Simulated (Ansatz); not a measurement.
Clusters of 6 atoms, alloy: PBE0-D4/def2-TZVP single points in Ansatz on relaxed structures, gas phase. Each cluster is the lowest isomer that a short search found in that spin, judged at the geometry's level, and lower ones may exist. Core potentials for Ag, Au, Bi, Mo, no spin–orbit coupling. HOMO and LUMO are taken over both spins. The structures are stationary points that may keep the symmetry of their start. Remarks come from the PBE and PBE0 runs and from stability tests at other levels; not every state was tested.

```
species  atoms    state            geometry  HOMO (eV)  LUMO (eV)  gap (eV)  lowest of the spins relaxed  point group (within 0.1 Å)                        remarks
 Li3Al3      6  singlet     PBE-D4/def2-SVP      -3.79      -2.00      1.79                            –                           –  restricted SCF unstable in HF
 K4Bi2⁺      6  doublet  r2SCAN-D4/def2-SVP      -5.53      -4.03      1.50                            –                           –                              –
 Cu4Se2      6  singlet   B3LYP-D4/def2-SVP      -5.85      -3.83      2.02                            –                          C2           restricted, untested
Ag2Au4⁺      6  doublet     PBE-D4/def2-SVP      -9.69      -8.17      1.53                            –                           –                              –
```

Q: Estimate the rows for Si2Mo4⁺ (doublet, PBE-D4/def2-SVP geometry).

A: 
```tsv
species	atoms	state	geometry	HOMO (eV)	LUMO (eV)	gap (eV)	lowest of the spins relaxed	point group (within 0.1 Å)
Si2Mo4⁺	6	doublet	PBE-D4/def2-SVP	-8.90	-6.70	2.19	doublet, of doublet/quartet	C2
```

The gap (eV) runs from 1.50 (K4Bi2⁺) to 2.19 (Si2Mo4⁺).
